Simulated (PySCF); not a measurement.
## BiBr: frontier orbitals

PBE0 at R = 2.593 Å; PySCF, scalar-relativistic core potentials, basis sets Bi cc-pVTZ-PP with ECP60, Br cc-pVTZ-PP with ECP10. State: singlet, one real π or δ orbital doubly filled, a mixture of terms (⟨Lz²⟩ = 2.0), a second solution, started from another occupation. Only the outer orbitals are listed, counted within each symmetry, core potentials removing the inner ones.

```tsv
orbital	occ.	ε (eV)	on Bi (%)	main shells (%)
7σ	2	-21.88	7	93 Br s
8σ	2	-16.24	89	89 Bi s
9σ	2	-9.34	31	68 Br p, 25 Bi p
5π	2	-8.64	10	90 Br p, 8 Bi p
5π	2	-8.51	9	91 Br p
6π	2	-5.13	92	91 Bi p
6π	0	-4.12	91	91 Bi p
10σ	0	-1.86	81	79 Bi p, 21 Br p
11σ	0	2.62	101	96 Bi s
```

Q: Which are the highest filled and the lowest empty level, where do they sit, and how wide is the gap?

A: Highest filled 6π at -5.13 eV (in %: 91 Bi p); lowest empty 6π at -4.12 eV (in %: 91 Bi p); the gap at PBE0 is 1.01 eV. Both belong to one degenerate shell, split only by its one-sided filling, so this is no excitation gap.

- bond order (Mayer): 1.15
- ⟨S²⟩: 0.000
- charge on Bi (Mulliken, basis-dependent): 0.27
- charge on Bi (Löwdin, basis-dependent): 0.14
- dipole moment (positive dipole means Bi(−)Br(+)): -2.41 D

Shares are Mulliken populations and can fall outside 0 to 100 %.

Spin–orbit coupling is left out, which matters for elements this heavy, above all for dissociation energies.
